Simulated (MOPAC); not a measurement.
MOPAC input (PM6):

```
PM6 FORCE THERMO(298,298) PRECISE LET CHARGE=-1 GEO-OK AUX(PRECISION=9) THREADS=1
C2H3O

C     1.20649107 1    0.02207711 1    0.00770151 1
C    -0.01273843 1   -0.28272597 1    0.48902472 1
O    -1.09560074 1    0.17252504 1   -0.34041172 1
H     1.38465598 1    0.55073762 1   -0.90083447 1
H     2.08730062 1   -0.26168463 1    0.53253191 1
H    -1.90101286 1   -0.09877540 1    0.09865696 1
```

Output:

```
 *******************************************************************************
 **                                                                           **
 **                              MOPAC v23.2.5                                **
 **                                                                           **
 *******************************************************************************
 ** MOPAC's Digital Object Identifier: https://doi.org/10.5281/zenodo.6511958 **
 **                                                                           **
 ** Please cite the open-source release paper for use of this MOPAC version:  **
 ** J. E. Moussa and J. J. P. Stewart (2026)                                  **
 ** MOPAC: An open-source semiempirical molecular orbital program             **
 ** J. Open Source Softw., 11(119), 8025, https://doi.org/10.21105/joss.08025 **
 *******************************************************************************

                              PM6 CALCULATION RESULTS

 *******************************************************************************
 *  PM6        - The PM6 Hamiltonian to be used
 *  GEO-OK     - OVERRIDE INTERATOMIC DISTANCE AND OTHER SAFETY CHECKS
 *
 *
 *
 *                 CHARGE ON SYSTEM = -1
 *
 *
 *
 *  LET        - OVERRIDE SOME SAFETY CHECKS
 *  PRECISE    - TIGHTER CRITERIA TO BE USED
 *  FORCE      - FORCE CALCULATION SPECIFIED
 *  AUX        - OUTPUT AUXILIARY INFORMATION
 *  THERMO     - THERMODYNAMIC QUANTITIES TO BE CALCULATED
 *******************************************************************************
PM6 FORCE THERMO(298,298) PRECISE LET CHARGE=-1 GEO-OK AUX(PRECISION=9) THREADS=1
 C2H3O

   ATOM   CHEMICAL          X               Y               Z
  NUMBER   SYMBOL      (ANGSTROMS)     (ANGSTROMS)     (ANGSTROMS)

     1       C          1.20649107  *   0.02207711  *   0.00770151  *
     2       C         -0.01273843  *  -0.28272597  *   0.48902472  *
     3       O         -1.09560074  *   0.17252504  *  -0.34041172  *
     4       H          1.38465598  *   0.55073762  *  -0.90083447  *
     5       H          2.08730062  *  -0.26168463  *   0.53253191  *
     6       H         -1.90101286  *  -0.09877540  *   0.09865696  *

          CARTESIAN COORDINATES

    NO.       ATOM           X           Y           Z

     1         C          1.2065      0.0221      0.0077
     2         C         -0.0127     -0.2827      0.4890
     3         O         -1.0956      0.1725     -0.3404
     4         H          1.3847      0.5507     -0.9008
     5         H          2.0873     -0.2617      0.5325
     6         H         -1.9010     -0.0988      0.0987

 General Reference for PM6:
 "Optimization of Parameters for Semiempirical Methods V: Modification of NDDO Approximations
 and Application to 70 Elements", J. J. P. Stewart, J. Mol. Mod., 13, 1173-1213 (2007)
 URL: https://link.springer.com/article/10.1007/s00894-007-0233-4

[...]
 TRAVEL (Ang.)       0.2724         C 1 -- H 5          +9.5% ( 33.2%)     52.0%
 REDUCED MASS        0.7768         C 2 -- O 3          +7.3% ( 29.2%)     58.3%
 EFFECTIVE MASS      3.5405
 FORCE CONSTANT      0.6267

 VIBRATION          8    5A'         ATOM PAIR     ENERGY CONTRIBUTION    RADIAL
 FREQUENCY          1312.89         C 1 -- H 4         +45.8% ( 59.7%)      0.6%
 TRANSITION DIPOLE   0.2569         C 1 -- H 5         +42.9% ( 57.8%)      1.3%
 TRAVEL (Ang.)       0.3412         C 2 -- O 3          +5.8% ( 21.2%)     18.1%
 REDUCED MASS        0.4411         O 3 -- H 6          +2.9% ( 14.9%)     23.5%
 EFFECTIVE MASS      1.5636
 FORCE CONSTANT      0.4479

 VIBRATION          9    6A'         ATOM PAIR     ENERGY CONTRIBUTION    RADIAL
 FREQUENCY          1671.66         C 1 -- C 2         +54.0% ( 98.0%)    100.0%
 TRANSITION DIPOLE   3.8807         C 2 -- O 3         +16.2% ( 53.6%)     15.7%
 TRAVEL (Ang.)       0.0862         C 1 -- H 5         +14.4% ( 50.6%)     13.8%
 REDUCED MASS        5.4234         C 1 -- H 4         +14.1% ( 50.0%)     20.8%
 EFFECTIVE MASS     11.5399
 FORCE CONSTANT      8.9292

 VIBRATION         10    7A'         ATOM PAIR     ENERGY CONTRIBUTION    RADIAL
 FREQUENCY          2569.39         O 3 -- H 6         +99.4% ( 99.5%)     97.9%
 TRANSITION DIPOLE   0.9666         C 2 -- O 3          +0.4% (  6.0%)      2.5%
 TRAVEL (Ang.)       0.1668         C 1 -- C 2          +0.2% (  4.1%)     96.8%
 REDUCED MASS        0.9433
 EFFECTIVE MASS      1.3192
 FORCE CONSTANT      3.6691

 VIBRATION         11    8A'         ATOM PAIR     ENERGY CONTRIBUTION    RADIAL
 FREQUENCY          2759.28         C 1 -- H 4         +73.3% ( 87.6%)     99.5%
 TRANSITION DIPOLE   0.2488         C 1 -- H 5         +25.8% ( 52.0%)     95.7%
 TRAVEL (Ang.)       0.1989         C 1 -- C 2          +0.9% (  9.9%)      3.5%
 REDUCED MASS        0.6178
 EFFECTIVE MASS      1.4796
 FORCE CONSTANT      2.7715

 VIBRATION         12    9A'         ATOM PAIR     ENERGY CONTRIBUTION    RADIAL
 FREQUENCY          2810.46         C 1 -- H 5         +75.0% ( 85.7%)     98.6%
 TRANSITION DIPOLE   0.5360         C 1 -- H 4         +24.2% ( 48.7%)     89.9%
 TRAVEL (Ang.)       0.2009         C 1 -- C 2          +0.8% (  8.6%)     83.5%
 REDUCED MASS        0.5947
 EFFECTIVE MASS      1.2609
 FORCE CONSTANT      2.7674

      SYMMETRY NUMBER FOR POINT-GROUP Cs  =  1

          SYSTEM IS A GROUND STATE

 C2H3O

          MOLECULE IS NOT LINEAR

          THERE ARE 12 GENUINE VIBRATIONS IN THIS SYSTEM
          THIS THERMODYNAMICS CALCULATION IS LIMITED TO
          MOLECULES WHICH HAVE NO INTERNAL ROTATIONS

                    CALCULATED THERMODYNAMIC PROPERTIES
                                          *
   TEMP. (K)   PARTITION FUNCTION   H.O.F.    ENTHALPY  HEAT CAPACITY ENTROPY
                                   KCAL/MOL   CAL/MOLE    CAL/K/MOL  CAL/K/MOL

 298.00  VIB.     0.1493D+01                   595.9130     5.7708     2.7966
         ROT.     0.1006D+05                   888.2803     2.9808    21.2947
         INT.     0.1502D+05                  1484.1933     8.7516    24.0913
         TRA.     0.2730D+27                  1480.4672     4.9680    37.2032
         TOT.                       -7.534    2964.6605    13.7196    61.2944

   *: NOTE: HEATS OF FORMATION ARE RELATIVE TO THE
            ELEMENTS IN THEIR STANDARD STATE AT 298K
              (=  Standard Enthalpy of Formation).

            Hvib:  Zero-point energy is not included.
                   frequencies of less than zero cm-1 are not included.
            Hrot = (3/2)RT
            Htra = (3/2)RT + pV = (5/2)RT

            Heat capacity is Cp, not Cv

          For more information, see: HTTP://OpenMOPAC.net/Manual/thermochemistry.html

           FORCE CONSTANT IN CARTESIAN COORDINATES (Millidynes/A)

    ATOM   CHEMICAL       X               Y               Z
   NUMBER   SYMBOL  FORCE CONSTANT  FORCE CONSTANT  FORCE CONSTANT

      1       C       11.910523        6.512711        1.573989
      2       C       11.065462        4.198188        0.537290
      3       O        4.437939        3.588492        0.211121
      4       H        1.917462        3.029531        0.282076
      5       H        1.751911        3.281538        0.259294
      6       H        3.740352        0.718521        0.087742

 **********************
 *                    *
 * JOB ENDED NORMALLY *
 *                    *
 **********************

 == MOPAC DONE ==
```

The dipole moment of an ion depends on the origin.
